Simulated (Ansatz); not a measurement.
GaSiH7O (SMILES [SiH3][OH+][GaH3-]): the vertical ionisation energy from total energies

GaSiH7O has 10 atoms, charge 0, and is taken as a singlet. SMILES: `[SiH3][OH+][GaH3-]`. Geometry: relaxed at PBE0-D4/def2-TZVP.

Both states at this one shape; open shells run unrestricted unless said. 1 Eh = 27.2114 eV.

```
                                                         level  program  singlet GaSiH7O (Eh)  doublet GaSiH7O+ (Eh)
                            BHLYP/6-31G* (spherical functions)   Ansatz          -2293.408584           -2293.033641
                            wB97X/6-31G* (spherical functions)   Ansatz          -2293.503386           -2293.123382
RPA@PBE0/6-31G* (spherical functions), 15 core orbitals frozen   Ansatz          -2291.507753           -2291.144080
```

Q: Work out the vertical ionisation energy at each level.

A: 
1. BHLYP/6-31G* (spherical functions): -2293.033641 − (-2293.408584) = 0.374943 Eh = 10.20 eV.
2. wB97X/6-31G* (spherical functions): -2293.123382 − (-2293.503386) = 0.380004 Eh = 10.34 eV.
3. RPA@PBE0/6-31G* (spherical functions): -2291.144080 − (-2291.507753) = 0.363673 Eh = 9.90 eV.

No measured value is set beside it here; the levels span 9.90 to 10.34 eV. All-electron rows are non-relativistic unless named.
